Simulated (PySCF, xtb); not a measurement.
CH₃BO, SMILES [BH3-]C#[O+].

Harmonic wavenumbers (cm⁻¹) from xtb with GFN2-xTB at its own minimum, in rising order: 197, 198, 755, 757, 886, 1097, 1098, 1106, 2128, 2458, 2462, 2466.

### Question
What does PySCF with PBE-D3(BJ)/def2-TZVP give at its own minimum? (An estimate is asked for; the answer gives what the named calculation found.)

### Answer
289, 289, 776, 776, 796, 1041, 1052, 1052, 2134, 2408, 2483, 2483. Paired by order, the mean absolute difference is 47 cm⁻¹ and the zero-point energies are 22.3 and 22.3 kcal/mol.
